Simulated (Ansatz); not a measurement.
`[F][Ga]([Cl])[GeH3]` → Cl• + F• + Ga• + Ge• + 3 H•  (atomization)

Gas-phase electronic energies from Ansatz, PBE0-D4/def2-TZVP geometries. CBS: MP2 limit from def2 TZ/QZ plus the TZ coupled-cluster correction, frozen cores. This one scheme is used for every species, atoms too. Functionals use def2-TZVPP. B3LYP here is the variant with VWN-RPA as its local correlation; programs differ in this. Open shells (•) are unrestricted, without spin–orbit coupling. Spin–orbit coupling would lower the free atoms: a little for Cl, F; clearly for Ga, Ge. For Ga, Ge outer-core shells are correlated without core-valence functions, so the limit isn't a true one: a few kJ/mol of doubt a bond, and 10 to 20 or more in all where bonds break to atoms. Scalar relativity is left out up to krypton.

Task: What is ΔE at CCSD(T)/CBS? (Best estimate.)

Result: Ansatz gave: +1963.8 kJ/mol.

Task: What do these levels give: LDA (SPW92), revPBE-D4, B3LYP-D4, r2SCANh-D4, r2SCAN0-D4, ωB97X-V, PBE-QIDH, MP2/def2-TZVPP, SCS-MP2/def2-TZVPP, CCSD/def2-TZVPP, HF/def2-QZVPP, SCS-MP2/def2-QZVPP? (Estimate.)

Result: Computed: LDA (SPW92) 2225.5, revPBE-D4 1890.5, B3LYP-D4 1912.0, r2SCANh-D4 1950.7, r2SCAN0-D4 1929.2, ωB97X-V 1966.7, PBE-QIDH 1941.4, MP2/def2-TZVPP 1961.3, SCS-MP2/def2-TZVPP 1936.4, CCSD/def2-TZVPP 1898.2, HF/def2-QZVPP 1427.0, SCS-MP2/def2-QZVPP 1962.0 kJ/mol.

Largest T1 diagnostic among the species: 0.013.

The D4 term adds +25.4 kJ/mol with B3LYP and +13.3 kJ/mol with PBE0; it sums over pairs of atoms, weighted by their polarisabilities, and B3LYP, whose exchange is more repulsive, gets the larger term. From BLYP to BHLYP (50 % exact exchange), in def2-TZVPP and without D4, ΔE moves by −15.8 kJ/mol: exact exchange takes away binding that semilocal exchange gives to molecules. At CCSD(T), def2-SVP lies −129.3 kJ/mol from the extrapolated value and def2-TZVPP −34.6 kJ/mol: correlation converges slowly with the basis, and small sets miss more of it in the bonded molecule than in its fragments.

For atomizations the MP2-based limit and the directly extrapolated one differ by several kJ/mol either way, and by 10 to 25 for some Ge, Se and Sn compounds, so smaller differences from it don't rank the levels.
